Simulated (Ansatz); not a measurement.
`BOCCC` → `CCCBO`  (isomerisation)

Calculated with Ansatz (gas phase, PBE0-D4/def2-TZVP geometries, no zero-point term in ΔE). CBS: MP2 limit from def2 TZ/QZ plus the TZ coupled-cluster correction, frozen cores. Functionals use def2-TZVPP. B3LYP here is the variant with VWN-RPA as its local correlation; programs differ in this. One conformer a species, not always the lowest.

Is it downhill or uphill in electronic energy at CCSD(T)/CBS, and by how much? (An estimate is asked.)

Ansatz gave: Downhill: ΔE = -79.7 kJ/mol.

What do these levels give: r2SCAN-D4, B3LYP-D4, B2PLYP, r2SCAN, B3LYP, HF/def2-TZVPP, SCS-MP2/def2-TZVPP, CCSD/def2-TZVPP, CCSD(T)/def2-TZVPP, SCS-MP2/def2-QZVPP, HF/CBS(def2), MP2/CBS(def2)? (Estimate.)

Computed: r2SCAN-D4 -81.0, B3LYP-D4 -73.0, B2PLYP -74.7, r2SCAN -80.9, B3LYP -72.0, HF/def2-TZVPP -65.1, SCS-MP2/def2-TZVPP -75.1, CCSD/def2-TZVPP -76.9, CCSD(T)/def2-TZVPP -77.3, SCS-MP2/def2-QZVPP -76.5, HF/CBS(def2) -64.6, MP2/CBS(def2) -84.7 kJ/mol.

Largest T1 diagnostic among the species: 0.012.

In def2-TZVPP, CCSD(T) changes the Hartree–Fock value by −12.2 kJ/mol (the triples alone add −0.4 kJ/mol) and MP2 by −17.2 kJ/mol.
